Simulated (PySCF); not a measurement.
InF3, SMILES [F][In]([F])[F].

Geometry: PBE-D3(BJ)/def2-SVP. The isomer is the one that the SMILES or the coordinates give; other isomers of the formula were not compared. The def2 effective core potentials stand for the cores of In; spin–orbit coupling is left out.

Method: PySCF with B3LYP/def2-TZVPD.

```yaml
total_energy: -489.94640 hartree
point_group: D3h
highest_occupied_level: -10.96 eV
lowest_empty_level: -4.24 eV
orbital_gap: 6.72 eV
dipole_moment: 0.00 D
quadrupole, principal values (traceless, Buckingham form, about the centre of nuclear charge): -6.70, -6.70, 13.39 D·Å
mean_static_polarisability: 32.9 bohr³ (4.87 Å³)
polarisability_principal_values: 24.9, 36.9, 36.9 bohr³
```
